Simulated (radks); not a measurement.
Trend from K3+ to Kr3+: ionisation energy by Delta-SCF between NIST ground configurations, and size. Calculated with a radial shooting solver on a logarithmic mesh with Libxc functionals: Dirac Kohn-Sham, PBE, spin-unpolarised, spherical densities, point nucleus; open shells are shared between the two j in proportion to 2j + 1.

| species | configuration | IE (eV) | NIST (eV) | kind | -e(HOMO) (eV) | outermost | <r> outermost (bohr) | r at 0.001 e/bohr^3 (bohr) |
|---|---|---|---|---|---|---|---|---|
| K3+ | [Ne] 3s2 3p4 | 63.025 | 60.92 | semi-emp. | 54.670 (3p3/2) | 3p3/2 | 1.30 | 2.89 |
| Ca3+ | [Ne] 3s2 3p5 | 68.440 | 67.273 | semi-emp. | 59.520 (3p3/2) | 3p3/2 | 1.21 | 2.81 |
| Sc3+ | [Ar] | 73.896 | 73.489 | exp. | 64.415 (3p3/2) | 3p3/2 | 1.13 | 2.73 |
| Ti3+ | [Ar] 3d1 | 43.284 | 43.267 | exp. | 34.666 (3d5/2) | 3d5/2 | 1.26 | 2.78 |
| V3+ | [Ar] 3d2 | 45.872 | 46.709 | exp. | 36.921 (3d5/2) | 3d5/2 | 1.18 | 2.80 |
| Cr3+ | [Ar] 3d3 | 48.359 | 49.16 | semi-emp. | 39.075 (3d5/2) | 3d5/2 | 1.11 | 2.79 |
| Mn3+ | [Ar] 3d4 | 50.760 | 51.2 | semi-emp. | 41.145 (3d5/2) | 3d5/2 | 1.05 | 2.77 |
| Fe3+ | [Ar] 3d5 | 53.088 | 54.91 | exp. | 43.142 (3d5/2) | 3d5/2 | 0.991 | 2.75 |
| Co3+ | [Ar] 3d6 | 55.350 | 51.3 | semi-emp. | 45.075 (3d5/2) | 3d5/2 | 0.942 | 2.72 |
| Ni3+ | [Ar] 3d7 | 57.555 | 54.9 | semi-emp. | 46.951 (3d5/2) | 3d5/2 | 0.898 | 2.68 |
| Cu3+ | [Ar] 3d8 | 59.707 | 57.38 | semi-emp. | 48.776 (3d5/2) | 3d5/2 | 0.858 | 2.65 |
| Zn3+ | [Ar] 3d9 | 61.813 | 59.57 | exp. | 50.555 (3d5/2) | 3d5/2 | 0.822 | 2.62 |
| Ga3+ | [Ar] 3d10 | 63.875 | 63.24 | exp. | 52.291 (3d5/2) | 3d5/2 | 0.789 | 2.58 |
| Ge3+ | [Ar] 3d10 4s1 | 46.342 | 45.716 | exp. | 40.451 (4s1/2) | 4s1/2 | 1.85 | 3.04 |
| As3+ | [Ar] 3d10 4s2 | 50.647 | 50.2 | exp. | 44.425 (4s1/2) | 4s1/2 | 1.74 | 3.15 |
| Se3+ | [Ar] 3d10 4s2 4p1 | 42.192 | 42.947 | exp. | 36.218 (4p3/2) | 4p3/2 | 1.89 | 3.28 |
| Br3+ | [Ar] 3d10 4s2 4p2 | 46.034 | 47.78 | exp. | 39.645 (4p3/2) | 4p3/2 | 1.77 | 3.29 |
| Kr3+ | [Ar] 3d10 4s2 4p3 | 49.821 | 50.9 | exp. | 43.027 (4p3/2) | 4p3/2 | 1.67 | 3.26 |

Reference values: NIST Atomic Spectra Database (exp. = measured, semi-emp. = semi-empirical, theory = theoretical value adopted there). Spin polarisation and multiplet splitting are left out, so open shells lie too high by an amount that depends on their filling. Sharing an open shell by 2j + 1 raises it above the true ground level by a part of the spin-orbit splitting, which enters the differences from NIST.

Beside tabulated values, note that spin-unpolarised runs miss the spin-polarisation part of the exchange energy of open shells.
